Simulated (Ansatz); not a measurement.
Ansatz (a quantum-chemistry and plane-wave program) input (CCSD(T)/aug-cc-pVDZ):

Ansatz 0.2 input:
```yaml
crystal:
  periodic: [false, false, false]
  atoms:
    - {symbol: F, position_ang: [1.80738307, -0.92284836, 0.00893852]}
    - {symbol: C, position_ang: [0.68308442, -0.24341590, 0.00400164]}
    - {symbol: C, position_ang: [0.43429226, 1.04615514, 0.17198054]}
    - {symbol: O, position_ang: [-0.93576998, 1.25605864, -0.01992981]}
    - {symbol: C, position_ang: [-1.49023792, -0.04888099, 0.06603119]}
    - {symbol: O, position_ang: [-0.43723869, -0.96832040, -0.27238507]}
    - {symbol: H, position_ang: [1.06941773, 1.89147937, 0.35120076]}
    - {symbol: H, position_ang: [-1.80823690, -0.25338904, 1.09809593]}
    - {symbol: H, position_ang: [-2.30639176, -0.15751031, -0.64330463]}
basis:
  gaussian:
    orbitals: aug-cc-pVDZ
magnetization: {spin_polarized: false}
correlation: {method: ccsd_t, electrons: outside_noble_gas}
output: {forces: true}
```

End of the output:

```
cycle  10  -27.64886486 eV  change   -2.0e-5 eV  update   1.6e-5
cycle  11  -27.64885495 eV  change    9.9e-6 eV  update   7.0e-6
perturbative correction -1.00279217 eV, -0.0368519325 hartree
the calculation of the forces begins
Total energy: -9947.01801662 eV, -365.5461697797 hartree
Atom 0 at     1.807383    -0.922848     0.008939 Å, force     0.759239    -0.456052     0.004896 eV/Å
Atom 1 at     0.683084    -0.243416     0.004002 Å, force     0.025172    -0.596841    -0.003351 eV/Å
Atom 2 at     0.434292     1.046155     0.171981 Å, force    -0.014285     0.939347     0.224905 eV/Å
Atom 3 at    -0.935770     1.256059    -0.019930 Å, force    -0.416896     0.657007    -0.187758 eV/Å
Atom 4 at    -1.490238    -0.048881     0.066031 Å, force     0.002657    -0.102767     0.124375 eV/Å
Atom 5 at    -0.437239    -0.968320    -0.272385 Å, force    -0.268153    -0.744167    -0.345108 eV/Å
Atom 6 at     1.069418     1.891479     0.351201 Å, force     0.313749     0.406079     0.086435 eV/Å
Atom 7 at    -1.808237    -0.253389     1.098096 Å, force    -0.079316    -0.064621     0.399258 eV/Å
Atom 8 at    -2.306392    -0.157510    -0.643305 Å, force    -0.322166    -0.037985    -0.303652 eV/Å
Dipole moment:    -0.175145     0.115111     0.102557 e Å
```
